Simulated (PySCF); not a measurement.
C₃H₁₀BFS.
SMILES: `[BH3-][S@+](C)[C@@H](C)F`

The closed-shell SCF was solved with PySCF and density fitting under several settings on one GFN2-xTB geometry (grid level 2 and gas phase unless stated).

```csv
settings,basis functions,SCF cycles,E (Eh),HOMO (eV),LUMO (eV),dipole (D)
"BHandHLYP/aug-pcSseg-1, IEF-PCM chloroform, damping 0.1 at the start, DIIS from the seventh cycle",253,13,-643.0358,-9.32,0.23,3.76
"B3LYP/def2-SVPD, IEF-PCM benzene, grid level 4",210,14,-642.9421,-7.91,-0.07,3.50
```

Q: Estimate the row for these settings: PBE0/6-311G**, IEF-PCM tetrahydrofuran, grid level 1.

A: 
```tsv
settings	basis functions	SCF cycles	E (Eh)	HOMO (eV)	LUMO (eV)	dipole (D)
PBE0/6-311G**, IEF-PCM tetrahydrofuran, grid level 1	176	10	-642.8617	-8.13	0.43	4.12
```

Q: Over all rows, what range does the HOMO–LUMO gap span?

A: From 7.84 eV (B3LYP/def2-SVPD, IEF-PCM benzene, grid level 4) to 9.55 eV (BHandHLYP/aug-pcSseg-1, IEF-PCM chloroform, damping 0.1 at the start, DIIS from the seventh cycle). The functional of the narrowest has 20 % exact exchange, that of the widest 50 % exact exchange.

Q: And the dipole moment?

A: From 3.50 D (B3LYP/def2-SVPD, IEF-PCM benzene, grid level 4) to 4.12 D (PBE0/6-311G**, IEF-PCM tetrahydrofuran, grid level 1); the largest is 1.18 times the smallest, and the median is 3.76 D.

Whole jobs, the steps after the SCF included, on Intel Xeon at 2.70 GHz, one thread, shared host:

```csv
settings,work after the SCF,wall time,peak memory
"BHandHLYP/aug-pcSseg-1, IEF-PCM chloroform, damping 0.1 at the start, DIIS from the seventh cycle","shieldings, charges and field gradients",92 s,1.1 GiB
"B3LYP/def2-SVPD, IEF-PCM benzene, grid level 4","12 singlets by TDA, polarisability",89 s,0.94 GiB
"PBE0/6-311G**, IEF-PCM tetrahydrofuran, grid level 1","shieldings, charges and field gradients",30 s,0.98 GiB
```

Cycle counts include a coarse-grid stage where the run had one. All basis functions are spherical, in the Pople sets too. Geometry: GFN2-xTB, one conformer.

Conformer computed: `[BH3-:1][S@+:2]([CH3:3])[C@@H:4]([CH3:5])[F:6]`: B1–S2–C4–C5 51°.
